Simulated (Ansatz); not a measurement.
A nudged elastic band was laid between two geometries of Cl$_{3}$H$_{3}$OSZr (9 atoms, charge 0, multiplicity 1).

Level of theory: RKS PBE0-D4/def2-SVP in Ansatz 0.2.0.

| Quantity | Value |
| --- | --- |
| movable images | 9 |
| climbing image | yes |
| spring | 5.0 eV/Å² |
| optimiser | quadratic models (default) |
| start path | through a guess of the saddle point |
| force threshold | 0.05 eV/Å |
| iteration limit | 60 |
| end points | relaxed |

Initial state:

```xyz
9
Properties=species:S:1:pos:R:3
Zr -0.063 -0.101 0.044
O -0.526 -0.018 1.881
H -0.934 0.346 2.668
Cl 2.204 0.446 -0.395
Cl -1.123 1.823 -0.790
Cl -1.228 -1.776 -1.168
S 1.344 -2.546 0.815
H 0.374 -3.162 1.527
H 1.990 -2.112 1.920
```

Final state:

```xyz
9
Properties=species:S:1:pos:R:3
Zr 0.280 -0.557 -0.041
O -0.855 -0.611 1.992
H -0.941 0.224 2.472
Cl 1.776 -0.453 -1.837
Cl 0.024 1.749 0.474
Cl -1.554 -1.662 -0.995
S 1.655 -1.998 1.394
H 2.472 -2.451 0.418
H -0.818 -1.341 2.625
```

Problem. Which bonds break or form, and what moves?

Solution. Bonds broken: S7–H9. Bonds formed: O2–H9.

Problem. Give the energies along the band, and the barrier.

Solution. It converged. The highest image is number 5 of 0 to 10, 0.59 eV above the first end and 0.56 eV above the last; the last end lies 0.02 eV above the first. A vibrational analysis at the climbing image gives one clearly imaginary mode, 979i cm⁻¹: a first-order saddle point. The orbitals stay closed-shell, which can raise the energy where a bond breaks towards radicals; this wasn't checked here.

| image | path coordinate (Å) | energy (eV) | S7–H9 (Å) | O2–H9 (Å) |
| --- | --- | --- | --- | --- |
| 0 | 0.00 | 0.00 | 1.35 | 3.27 |
| 1 | 0.50 | 0.01 | 1.35 | 3.01 |
| 2 | 1.01 | 0.03 | 1.35 | 2.68 |
| 3 | 1.51 | 0.09 | 1.35 | 2.22 |
| 4 | 2.02 | 0.27 | 1.38 | 1.75 |
| 5 | 2.52 | 0.59 | 1.61 | 1.24 |
| 6 | 3.54 | 0.23 | 2.57 | 0.97 |
| 7 | 4.57 | 0.20 | 2.68 | 0.97 |
| 8 | 5.60 | 0.17 | 2.68 | 0.97 |
| 9 | 6.62 | 0.11 | 2.64 | 0.97 |
| 10 | 7.65 | 0.02 | 2.84 | 0.97 |

Problem. What is the geometry of the highest image?

Solution. 
```xyz
9
Properties=species:S:1:pos:R:3
Zr 0.169 -0.351 -0.085
O -0.050 -0.255 1.984
H -0.454 0.362 2.608
Cl 2.174 0.370 -1.025
Cl -1.191 1.568 -0.198
Cl -1.026 -1.880 -1.388
S 1.415 -2.380 1.278
H 0.383 -3.248 1.182
H 0.618 -1.286 2.146
```

Problem. What are the harmonic wavenumbers there?

Solution. 979i, 49, 82, 97, 110, 115, 123, 239, 279, 378, 385, 391, 426, 444, 504, 627, 743, 1135, 1474, 2715, 3874 cm⁻¹.

Run time: 13 min on 4 threads of Arm Neoverse V1 (shared host), peak memory 0.49 GiB.
